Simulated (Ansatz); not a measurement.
`OC[SiH2][TeH]` + HBr → `OC[SiH2]Br` + H₂Te  (ligand exchange at the Si–Te bond)

Gas-phase electronic energies from Ansatz, PBE0-D4/def2-TZVP geometries. CCSD(T)/CBS is the MP2 limit (def2-TZVPP, def2-QZVPP) plus CCSD(T) − MP2 in def2-TZVPP, frozen cores. Functionals use def2-TZVPP. B3LYP here is the variant with VWN-RPA as its local correlation; programs differ in this. Elements past krypton have def2 core potentials. For Br, Te outer-core shells are correlated without core-valence functions, which leaves a few kJ/mol of doubt a bond. Scalar relativity is left out up to krypton. Each species was taken in one conformer, which may not be the lowest.

`OC[SiH2][TeH]`:

Z-matrix (Å, degrees):
```
C
Si 1 1.894
O 1 1.414 2 114.1
H 1 1.102 2 108.4 3 125.3
H 1 1.093 2 109.3 3 -119.2
Te 2 2.490 1 114.0 3 61.1
H 2 1.490 1 108.5 3 -54.3
H 2 1.488 1 109.4 3 -173.6
H 3 0.960 1 108.8 2 55.6
H 6 1.658 2 91.5 1 68.0
```

HBr:

```xyz
2

Br    0.324    0.296    0.558
H    -0.324   -0.296   -0.558
```

`OC[SiH2]Br`:

Cartesian coordinates in Å:
```
O 1.476 0.281 -0.896
C 0.712 -0.592 -0.086
Si -0.802 0.256 0.647
Br -1.907 1.141 -1.081
H 0.895 0.658 -1.564
H 1.363 -0.919 0.731
H 0.408 -1.499 -0.629
H -1.707 -0.700 1.332
H -0.439 1.375 1.547
```

H₂Te:

Cartesian coordinates in Å:
```
Te -0.417 -0.270 0.598
H -0.057 -0.828 -0.919
H 0.473 1.098 0.320
```

```
             level  ΔE (kJ/mol)  difference from CCSD(T)/CBS
            PBE-D4        -35.0                          4.9
         r2SCAN-D4        -41.3                         -1.4
           PBE0-D4        -37.6                          2.3
          B3LYP-D4        -40.8                         -0.9
           ωB97X-V        -44.1                         -4.2
           ωB97M-V        -45.1                         -5.2
            B2PLYP        -43.2                         -3.3
               PBE        -37.0                          2.9
            r2SCAN        -42.0                         -2.1
              PBE0        -39.6                          0.3
             B3LYP        -43.9                         -4.0
     HF/def2-TZVPP        -52.9                        -13.0
    MP2/def2-TZVPP        -39.5                          0.4
SCS-MP2/def2-TZVPP        -42.2                         -2.3
   CCSD/def2-TZVPP        -43.3                         -3.4
CCSD(T)/def2-TZVPP        -41.3                         -1.4
     HF/def2-QZVPP        -52.5                        -12.6
    MP2/def2-QZVPP        -38.5                          1.4
SCS-MP2/def2-QZVPP        -41.2                         -1.3
      HF/CBS(def2)        -52.4                        -12.5
     MP2/CBS(def2)        -38.0                          1.9
    CCSD/CBS(def2)        -41.8                         -1.9
       CCSD(T)/CBS        -39.9                            0
```

Largest T1 diagnostic among the species: 0.011.

In def2-TZVPP, CCSD(T) changes the Hartree–Fock value by +11.6 kJ/mol (the triples alone add +1.9 kJ/mol) and MP2 by +13.4 kJ/mol. The D4 term adds +3.1 kJ/mol with B3LYP and +2.0 kJ/mol with PBE0; it sums over pairs of atoms, weighted by their polarisabilities, and B3LYP, whose exchange is more repulsive, gets the larger term.
